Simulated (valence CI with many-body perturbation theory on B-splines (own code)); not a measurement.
**Which ion has this spectrum?**

A relativistic CI+MBPT calculation for an atom or ion with 22 electrons gives these levels (cm⁻¹):

```csv
J,Parity,E,g
0,even,0.0,
1,even,33222,1.50
2,even,58386,1.46
3,even,75790,1.43
4,even,83141,1.33
0,even,118064,
4,even,126670,1.03
3,even,148524,0.92
2,even,152570,0.84
5,even,157188,1.07
1,even,160052,1.35
6,even,168947,1.11
4,even,184894,1.03
2,even,190714,1.23
```

The energies are calculated, and their last digits are not significant.

(1) Which is it?
A. Pd24+
B. Sb29+
C. Rh23+
D. Cd26+

Answers

(1) D. Cd26+, ground level 3d4 5D_0 [a].
